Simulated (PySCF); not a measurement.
# Electronic structure of Ca⁺ (calcium, charge +1) at the UHF level

Configuration: [Ar] 4s1, 2S determinant. All numbers are calculated (PySCF 2.14, the spin-free X2C one-electron Hamiltonian (Gaussian nucleus), in aug-cc-pVQZ-X2C (8s7p5d3f2g, 93 functions)).

- Total energy: -679.448022 hartree
- One-electron energy: -925.5259 hartree
- Hartree (Coulomb) energy: 281.4229 hartree
- Exchange energy: -35.3451 hartree
- ⟨S²⟩: 0.7502
- ⟨L²⟩: 0.000
- Sum of ⟨r⟩: 16.47 bohr
- Sum of ⟨r²⟩: 31.08 bohr²
- Langevin diamagnetic susceptibility: -24.6 ×10⁻⁶ cm³/mol

```csv
shell,electrons,mean orbital energy (eV),"rms radius, mean of both spins (bohr)"
1s α,1,-4091.6,0.0888
1s β,1,-4091.5,0.0888
2s α,1,-468.39,0.393
2s β,1,-468.26,0.393
2p α,3,-377.86,0.362
2p β,3,-377.81,0.362
3s α,1,-68.275,1.24
3s β,1,-67.960,1.24
3p α,3,-43.097,1.38
3p β,3,-42.974,1.38
4s α,1,-11.380,3.94
```

Densities and radii are taken from the X2C orbitals without a picture-change correction, which distorts them close to the nucleus.
